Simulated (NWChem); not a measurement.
Species: C₇H₇, doublet; SMILES [C]1=CC2C=CC1C2

```xyz
14

C      0.8046     1.1029    -0.6779
C     -0.4982     1.3751    -0.5639
C     -1.0269     0.2489     0.3802
C     -0.8982    -1.0938    -0.3734
C      0.4171    -1.3335    -0.5413
C      1.1795    -0.1553     0.1053
C      0.2172     0.1081     1.3137
H     -1.1192     2.1413    -1.0444
H     -2.0052     0.4503     0.8561
H     -1.7465    -1.6888    -0.7373
H      0.8949    -2.1626    -1.0797
H      2.2508    -0.3153     0.3222
H      0.4565     1.0374     1.8671
H      0.1530    -0.7583     2.0035
```
Atoms are numbered in this order, from 1.

All runs: NWChem. Spin-unrestricted. Geometry: optimised at PBE-D3(BJ)/def2-SVP, spin-unrestricted. No frequency run checked for a minimum. No stability test was run on the SCF state. Level: PBE/def2-SVP with SMD (1 M gas to 1 M solution), gas-phase geometry. Reactions with the solvent are ignored.

**Question.** Order these by “cavity-dispersion-structure term (kcal/mol)”, lowest first: n-hexane; water; ethylene glycol.

**Answer.** n-hexane (-3.9), ethylene glycol (1.8), water (2.9)
